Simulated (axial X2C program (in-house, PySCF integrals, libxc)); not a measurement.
**Density and ELF of WH**

Calculated with an in-house all-electron X2C program for linear molecules (integrals from PySCF). Two-component (2c) means X2C with spin–orbit coupling and atomic mean-field two-electron Coulomb and Gaunt terms. Basis: W dyall-cv3z [13s14p9d7f4g], H dyall-v3z [6s2p1d] (cores contracted in-house); Gaussian nuclei, density fitting, unrestricted open shells. Masses: W 183.951 u, H 1.008 u.

PBE0, two-component, state Ω = 5/2 (⟨Sz⟩ = 2.47, ⟨Lz⟩ = 0.03 at PBE0); W at z = 0, H at z = 1.705 Å.

The maps cover the half plane through the axis: z from -2.4 to 3.9 Å along the bond, ρ from 0.15 to 2.25 Å away from it (steps of 0.3 Å, the bottom row nearest the axis).

log10 of the density in e/bohr³:

digits 0 to 9 span -5.36 to 1.80 evenly
```
1222333333333222211000
2223334444333332221100
2233444444444333322110
2334445555444443332211
2334455555555444433211
2334456666655554433221
2334566787665555443321
2334567898766665543321
```

Electron localisation function (collinear form, no current term, damped to 0 at low density):

digits 0 to 9 span 0.00 to 1.00 evenly
```
0001333322110000000000
0013444433211100000000
0124555443322222100000
0124555443323456641000
0013445444334689984000
0001235555435899998200
0000136434537999999500
0000035525438999999600
```

Axial spin density in 10⁻³ e/bohr³:

digits 0 to 9 span -19.50 to 19.50 evenly, values beyond are clipped
```
5555555555555555555555
5555555665555555554455
5555566777655555444445
5555679999865554444444
5556799999986554444444
5556799999997544444444
5555799999997433444444
5555699392996303444444
```

Occupations by symmetry block were frozen at the best pattern of an incomplete PBE0 search. Density functionals use the spin component along the axis (collinear). With several unpaired electrons one determinant need not be a pure state. This is the top spin component of a Σ state; components of lower Ω are not single determinants and can lie lower.
